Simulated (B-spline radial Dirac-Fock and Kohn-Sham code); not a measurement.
**Form factor and incoherent scattering function of Kr⁶⁺**

System: krypton as Kr⁶⁺, 1s2 2s2 2p6 3s2 3p6 3d10 4s2.

Model: Dirac-Fock densities. Program: a radial finite-basis atomic code. f₀ is the Fourier transform of the spherical electron density, S the Waller-Hartree incoherent function, and s = sin θ/λ. The electron scattering factor follows from the Mott-Bethe formula f_e = 0.023934 Å⁻¹·(Z − f₀)/s².

| s (Å⁻¹) | f₀ | S | f_e (Å) |
| --- | --- | --- | --- |
| 0 | 30.000 | 0.000 | – |
| 0.06 | 29.716 | 0.368 | 41.776 |
| 0.07 | 29.616 | 0.495 | 31.185 |
| 0.08 | 29.500 | 0.637 | 24.306 |
| 0.1 | 29.229 | 0.963 | 16.205 |
| 0.12 | 28.906 | 1.334 | 11.790 |
| 0.14 | 28.537 | 1.737 | 9.113 |
| 0.17 | 27.907 | 2.377 | 6.702 |
| 0.21 | 26.954 | 3.250 | 4.910 |
| 0.25 | 25.909 | 4.105 | 3.864 |
| 0.3 | 24.531 | 5.132 | 3.050 |
| 0.36 | 22.845 | 6.323 | 2.429 |
| 0.43 | 20.913 | 7.699 | 1.953 |
| 0.52 | 18.562 | 9.449 | 1.544 |
| 0.62 | 16.177 | 11.290 | 1.234 |
| 0.75 | 13.485 | 13.424 | 0.958 |
| 0.9 | 11.004 | 15.544 | 0.739 |
| 1.08 | 8.879 | 17.690 | 0.557 |
| 1.3 | 7.267 | 19.787 | 0.407 |
| 1.56 | 6.184 | 21.642 | 0.293 |
| 1.87 | 5.361 | 23.256 | 0.210 |
| 2.25 | 4.519 | 24.710 | 0.149 |
| 2.7 | 3.598 | 25.966 | 0.106 |

f₀ starts at the number of electrons, 30, and has fallen to half at s ≈ 0.68 Å⁻¹. The sum of ⟨r²⟩ over the electrons is 10.83 bohr². For an ion f_e diverges as s goes to zero, because of the net charge.

Values without a named source are computed, but for edge energies of neutral atoms, which are taken from tables.
